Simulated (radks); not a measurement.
The calcium ion Ca+ inside a hard spherical wall (all orbitals vanish at R), configuration held at [Ar] 4s1 and not refilled when levels cross. Calculated with a radial shooting solver on a logarithmic mesh with Libxc functionals: scalar-relativistic Kohn-Sham, LDA (Slater exchange, Perdew-Wang correlation), spin-polarised, spherical densities, finite nucleus; open shells are filled with parallel spins first; Fermi nuclear charge, rms radius 3.4776 fm. Eigenvalues in eV for spin up, with the zero of energy where the potential of the charges vanishes at infinity; a dash marks a level that is unbound or too diffuse for the functional's potential to be trusted. A positive occupied level is held by the wall or, in an anion where self-interaction has pushed it up, behind a barrier. The pressure on the wall is -dE/dV.

R (bohr)  E (hartree)  kinetic (hartree)    e(2p)    e(3s)    e(3p)   e(4s)  e(3d, empty)  e(4p, empty)  pressure (GPa)
free       -678.46101            682.655  -341.62  -53.801  -34.935  -9.496        -8.726        -6.335               0
20         -678.46101            682.655  -341.62  -53.801  -34.935  -9.496        -8.726        -6.335        < 0.0001
8          -678.45845            682.678  -341.48  -53.671  -34.809  -9.364        -8.613        -6.007           0.118
7          -678.45227            682.719  -341.26  -53.475  -34.618  -9.101        -8.434        -5.501           0.501
6          -678.43275            682.820  -340.81  -53.069  -34.225  -8.377        -8.037        -4.283            2.12
5          -678.37225            683.073  -339.91  -52.299  -33.483  -6.368        -7.176        -1.307            9.55
3          -677.27720            687.106  -330.86  -45.977  -27.000  21.250         1.680        31.619             490
2.5        -675.66585            692.820  -320.49  -39.009  -19.359  52.253        11.202        64.688            1940
2          -670.81578            708.307  -297.23  -21.090    0.349  125.93        33.230        139.05            9750
